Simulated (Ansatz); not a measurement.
Geometry optimisation, Ansatz, RKS B3LYP-D4/STO-3G.

Input file:

```yaml
crystal:
  periodic: [false, false, false]
  atoms:
    - { symbol: Si, position_ang: [0.0, 0.0, 0.0] }
    - { symbol: H, position_ang: [0.0, 0.0, 1.46] }
    - { symbol: "N", position_ang: [1.7163, 0.0, -0.6061] }
    - { symbol: C, position_ang: [2.4072, -1.273, -0.8567] }
    - { symbol: H, position_ang: [1.7433, -1.947, -1.4373] }
    - { symbol: H, position_ang: [3.3364, -1.083, -1.4334] }
    - { symbol: H, position_ang: [2.6645, -1.7518, 0.1112] }
    - { symbol: C, position_ang: [2.4114, 1.273, -0.8449] }
    - { symbol: H, position_ang: [3.0382, 1.1875, -1.757] }
    - { symbol: H, position_ang: [1.6647, 2.0824, -0.9844] }
    - { symbol: H, position_ang: [3.0569, 1.5118, 0.0259] }
    - { symbol: C, position_ang: [-0.8808, 1.5259, -0.6227] }
    - { symbol: H, position_ang: [-1.9334, 1.2723, -0.8671] }
    - { symbol: H, position_ang: [-0.8624, 2.3106, 0.1622] }
    - { symbol: H, position_ang: [-0.3704, 1.9025, -1.5336] }
    - { symbol: "N", position_ang: [-0.8572, -1.4851, -0.6061] }
    - { symbol: C, position_ang: [-1.5991, -2.3398, 0.332] }
    - { symbol: H, position_ang: [-1.2218, -2.1735, 1.3626] }
    - { symbol: H, position_ang: [-2.6791, -2.0872, 0.2887] }
    - { symbol: H, position_ang: [-1.4574, -3.4051, 0.0541] }
    - { symbol: C, position_ang: [-0.8082, -1.8308, -2.034] }
    - { symbol: H, position_ang: [-1.6103, -1.2865, -2.5747] }
    - { symbol: H, position_ang: [0.1794, -1.5432, -2.4511] }
    - { symbol: H, position_ang: [-0.9565, -2.9241, -2.1559] }
basis:
  gaussian: { orbitals: STO-3G }
hamiltonian:
  xc: b3lyp
  dispersion: d4
relax:
  f_tol: 0.02
  max_steps: 40
```

Run as:

```bash
$ ansatz run input.yaml --threads 1 --pin off --max-ram 2048MiB --backend cpu --events-out ev --progress --plain --runs-dir out
```

Q: Where does it end, and by what steps?

A: It converged. Limits of this set-up: minimal basis. After 12 steps the energy has fallen by 0.758 eV; H7 moved furthest, 0.77 Å.

| step | energy less start (eV) | largest force component (eV/Å) | accepted |
| --- | --- | --- | --- |
| 0 | 0.0000 | 3.043 | yes |
| 1 | -0.4634 | 0.804 | yes |
| 2 | -0.5899 | 0.504 | yes |
| 3 | -0.6554 | 0.616 | yes |
| 4 | -0.7151 | 0.376 | yes |
| 5 | -0.7464 | 0.118 | yes |
| 6 | -0.7520 | 0.038 | yes |
| 7 | -0.7483 | 0.417 | no |
| 8 | -0.7531 | 0.124 | yes |
| 9 | -0.7561 | 0.091 | yes |
| 10 | -0.7570 | 0.043 | yes |
| 11 | -0.7575 | 0.025 | yes |
| 12 | -0.7577 | 0.009 | yes |

```xyz
24
Properties=species:S:1:pos:R:3
Si 0.113 -0.148 -0.077
H 0.250 -0.248 1.366
N 1.638 -0.043 -0.969
C 2.570 -1.189 -0.722
H 1.988 -2.127 -0.745
H 3.338 -1.229 -1.517
H 3.100 -1.130 0.254
C 2.373 1.258 -0.919
H 3.185 1.255 -1.670
H 1.685 2.086 -1.162
H 2.838 1.476 0.069
C -0.922 1.360 -0.499
H -1.960 1.221 -0.169
H -0.539 2.262 -0.006
H -0.938 1.548 -1.580
N -0.560 -1.696 -0.597
C -1.717 -2.221 0.191
H -1.488 -2.156 1.269
H -2.671 -1.678 0.008
H -1.890 -3.284 -0.062
C -0.813 -1.817 -2.067
H -1.726 -1.281 -2.409
H 0.055 -1.402 -2.610
H -0.928 -2.881 -2.345
```

Whether the end is a true minimum wasn't checked by a vibrational analysis.

The run took 2.5 min on 1 thread of AMD EPYC (Zen 3), on a shared host, peak memory 0.19 GiB.
